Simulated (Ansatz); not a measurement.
CH₆AlNO, 10 atoms. Total charge 0; spin multiplicity 1. The bonds changed during the relaxation, so this is another structure than the one it started from. All runs use 2 threads of an Arm Neoverse V1 on a shared host. Correlated methods freeze the cores.

Q: How many basis functions does each run have, and how long does it take in Ansatz? RHF-CCSD(T)/def2-TZVPP energy; RHF-CCSD(T)/def2-SVP energy; RKS PBE0-D4/def2-TZVP relaxation (12 steps); RKS PBE0-D4/def2-SVP energy; RKS ωB97M-V/def2-QZVPP energy; RKS BLYP-D4/def2-TZVPP energy; RKS PBE-D4/def2-TZVPP energy and forces; direct RPA on PBE orbitals/def2-TZVPP energy; RKS PBE0-D4/def2-QZVPP energy; RKS ωB97M-V/def2-SVP energy; RKS r2SCAN0-D4/def2-TZVPP energy; RKS HSE06 (plane-wave form)-D4/def2-TZVPP energy. (Best estimate.)

A: Ansatz gave: Other jobs shared the machine, so times are rough.

```json
{"level": "RKS PBE0-D4/def2-SVP", "job": "energy", "functions": "90", "wall time": "1.2 s", "peak host memory (GiB)": "0.4"}
{"level": "RKS BLYP-D4/def2-TZVPP", "job": "energy", "functions": "219", "wall time": "2.7 s", "peak host memory (GiB)": "0.23"}
{"level": "RKS PBE-D4/def2-TZVPP", "job": "energy and forces", "functions": "219", "wall time": "3.3 s", "peak host memory (GiB)": "0.23"}
{"level": "RKS HSE06 (plane-wave form)-D4/def2-TZVPP", "job": "energy", "functions": "219", "wall time": "3.7 s", "peak host memory (GiB)": "0.43"}
{"level": "RHF-CCSD(T)/def2-SVP", "job": "energy", "functions": "90", "wall time": "3.8 s", "peak host memory (GiB)": "0.4"}
{"level": "RKS ωB97M-V/def2-SVP", "job": "energy", "functions": "90", "wall time": "5.5 s", "peak host memory (GiB)": "0.4"}
{"level": "RKS r2SCAN0-D4/def2-TZVPP", "job": "energy", "functions": "219", "wall time": "6 s", "peak host memory (GiB)": "0.43"}
{"level": "RKS PBE0-D4/def2-QZVPP", "job": "energy", "functions": "421", "wall time": "9.5 s", "peak host memory (GiB)": "1.1"}
{"level": "direct RPA on PBE orbitals/def2-TZVPP", "job": "energy", "functions": "219", "wall time": "9.5 s", "peak host memory (GiB)": "0.47"}
{"level": "RKS ωB97M-V/def2-QZVPP", "job": "energy", "functions": "421", "wall time": "24 s", "peak host memory (GiB)": "1.3"}
{"level": "RKS PBE0-D4/def2-TZVP", "job": "relaxation (12 steps)", "functions": "166", "wall time": "46 s", "peak host memory (GiB)": "0.33"}
{"level": "RHF-CCSD(T)/def2-TZVPP", "job": "energy", "functions": "219", "wall time": "110 s", "peak host memory (GiB)": "3.3"}
```
